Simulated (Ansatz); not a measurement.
# C6H12O3 (propylene glycol methyl ether acetate (PGMEA)): methods side by side

The species is C6H12O3 (21 atoms), meant as a singlet with charge 0. As SMILES, `COCC(C)OC(C)=O`. Geometry: optimised at r2SCAN/def2-SVP. This is one conformer, not always the lowest.

```
atom    x (Å)    y (Å)    z (Å)
   C  -1.7224  -2.4798   1.8361
   O  -1.2826  -1.8717   0.6516
   C  -0.5529  -0.6965   0.8797
   C  -0.1275  -0.1368  -0.4674
   C   0.7709  -1.0726  -1.2497
   O   0.5661   1.0910  -0.1503
   C   0.5965   2.0412  -1.1118
   C   1.3724   3.2410  -0.6426
   O   0.0725   1.9187  -2.1925
   H  -2.3910  -1.8133   2.4182
   H  -2.2807  -3.3856   1.5605
   H  -0.8746  -2.7686   2.4905
   H  -1.1621   0.0617   1.4166
   H   0.3481  -0.8941   1.5021
   H  -1.0213   0.1119  -1.0634
   H   1.7034  -1.2625  -0.6940
   H   1.0145  -0.6415  -2.2310
   H   0.2516  -2.0300  -1.4003
   H   0.9815   3.5937   0.3230
   H   1.3137   4.0359  -1.3948
   H   2.4238   2.9578  -0.4803
```

Quantity: the dissociation energy of the C7–O6 bond into doublet C2H3O and doublet C4H9O2 (shapes relaxed at r2SCAN/def2-SVP, no zero-point term), in eV. The values are calculated.

| level | kind | program | value (eV) | CPU time (all runs) |
| --- | --- | --- | --- | --- |
| HF/def2-SVP | Hartree–Fock | Ansatz | 3.29 | 23 s |
| SVWN5/def2-SVP | LDA | Ansatz | 5.43 | 13 s |
| PBE/def2-SVP | GGA | Ansatz | 4.47 | 24 s |
| r2SCAN/def2-SVP | meta-GGA | Ansatz | 4.44 | 53 s |
| PBE0-D4/def2-SVP | global hybrid | Ansatz | 4.59 | 40 s |
| wB97M-V/def2-SVP | range-separated hybrid | Ansatz | 4.74 | 2.1 min |
| RPA@PBE/def2-SVP | RPA | Ansatz | 4.31 | 51 s |
| MP2/def2-SVP | perturbation theory | Ansatz | 4.87 | 35 s |

The values span 3.29 to 5.43 eV. Hartree–Fock misses the correlation of the electron pair that is broken and comes out low. Measured bond enthalpies also hold zero-point and thermal terms, a few tenths of an eV less. Times are those of the runs behind each value, whatever else they computed, on shared processors of several kinds: orders of magnitude only.
